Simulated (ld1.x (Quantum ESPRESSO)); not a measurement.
## How hard is this boron (B) PAW potential?

```json
{"Element": "B (Z = 5)", "Generator": "ld1.x (Quantum ESPRESSO) 7.5", "Type": "PAW", "Functional": "PBEsol", "Relativity": "scalar-relativistic", "Frozen core": "[He]", "Valence charge": "3", "Reference configuration": "2s2 2p1", "Partial waves": "2s (bound): rcut 1.50, rcutus 1.85 bohr; 2s channel at 0.4 Ry: rcut 1.50, rcutus 1.85 bohr; 2p (bound): rcut 3.40, rcutus 4.25 bohr; 2p channel at 0.35 Ry: rcut 3.40, rcutus 4.25 bohr", "Local potential": "all-electron potential smoothed inside 2.80 bohr (lloc = -1)", "Core correction": "a·sin(br)/r model core, default radius (core density twice the valence density)", "Augmentation charge": "PSQ, inside the norm-conserving radii"}
```

The pseudo-atom Hamiltonian at the reference potential is diagonalised in spherical Bessel functions j_l(qr) that vanish at 20 bohr, with q² up to the cutoff. All-electron valence levels (Ry): 2s -0.6880, 2p -0.2613.

How do the lowest levels (Ry) of each channel move with the cutoff, and are there ghosts?

```tsv
cutoff (Ry)	s #1	p #1	p #2	d #1	f #1	Σ f·Δε (mRy)
8	-0.6874	-0.2613	0.0306	0.0670	0.1132	1.3
10	-0.6877	-0.2613	0.0306	0.0670	0.1132	0.6
12	-0.6879	-0.2613	0.0305	0.0670	0.1132	0.3
15	-0.6880	-0.2613	0.0305	0.0670	0.1132	0.1
400	-0.6880	-0.2613	0.0305	0.0670	0.1132	0.0
```

Result: no extra level below or beside the all-electron valence levels (s, p, d, f tested); 10 mRy is reached at 6 Ry and 1 mRy at 10 Ry.
